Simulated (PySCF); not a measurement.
## Tc+: excitation energy

Tc+ [Kr] 4d5 5s1 (7S) → Tc+ [Kr] 4d5 5p1 (7P), as a difference of total energies. Calculation: PySCF 2.14, in aug-cc-pwCVDZ-PP with ECP28MDF (6s6p5d3f, 70 functions); a scalar-relativistic core potential. Correlated levels: valence: 4s2 4p6 frozen; valence and next inner shell: nothing frozen outside the core potential. The calculations carry no spin-orbit coupling.

| method | excitation energy (eV) |
| --- | --- |
| UHF | 4.455 |
| LDA | 4.892 |
| PBE | 4.771 |
| PBE0 | 4.715 |
| r2SCAN | 4.888 |
| MN15 | 4.856 |
| BLYP | 4.755 |
| CAM-B3LYP | 4.707 |
| SCS-MP2 (valence) | 4.515 |
| MP2 (valence and next inner shell) | 4.836 |
| SCS-MP2 (valence and next inner shell) | 4.707 |

Question: Estimate what B3LYP gives.

Answer: 4.724 eV, closest to PBE0 among the rows shown.

Question: Estimate what MP2 (valence) gives.

Answer: 4.637 eV, closest to CAM-B3LYP among the rows shown.
